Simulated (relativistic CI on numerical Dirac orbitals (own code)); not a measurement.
**Ge XIX: q coefficients and field-shift factors**

Computed by Dirac-Coulomb-Breit CI, KLI orbitals optimised for each configuration, derivatives by finite differences, unscaled Slater integrals, QED left out (own radial code, finite nucleus).

CI space (outside the closed core [Ne]): 3s2.3p2, 3s.3p3, 3s2.3p.3d, 3p4, 3s.3p2.3d, 3p3.3d, 3s2.3d2, 3s.3d3, 3p2.3d2, 3p.3d3. Double excitations out of closed p, d and f shells are left out; levels of such configurations are missing from the list, as are those of other unlisted configurations, and high levels can miss mixing partners.

With x = (α/α₀)² − 1 an excitation energy changes as ω = ω₀ + qx; K = 2q/ω₀ is the relative enhancement. Terms are leading LS components, so labels can repeat. The field-shift factor is F = δν/δ⟨r²⟩ for the transition from the lowest level.

Lowest level 3s2.3p2 3P_0.

```
       Level  ω₀ (cm⁻¹)  q (cm⁻¹)  F (GHz/fm²)
3s2.3p2 3P_1      33427     44390       -0.242
3s2.3p2 3P_2      53569     53240       -0.304
3s2.3p2 1D_2     110045     89670       -0.581
3s2.3p2 1S_0     171091     90000        -1.28
3s.3p3 5S°_2     356059     94940        -47.5
3s.3p3 3D°_1     455140     84590        -42.3
3s.3p3 3D°_2     456789     90150        -42.5
3s.3p3 3D°_3     469132    109100        -42.9
3s.3p3 3P°_0     529227    110000        -42.7
3s.3p3 3P°_2     531096    109500        -38.3
3s.3p3 3P°_1     532312    115700        -42.5
3s.3p3 1D°_2     575449    125900        -30.7
3s.3p3 3S°_1     636998     97620        -49.8
```

At this charge energies of transitions that change n are usually good to better than 1 %, and those within a shell (Δn = 0) to a few per cent.

Problem. Which transition from the lowest level has the largest |K|?

Solution. 3s2.3p2 3P_1 at 33427 cm⁻¹, K = 2.66.
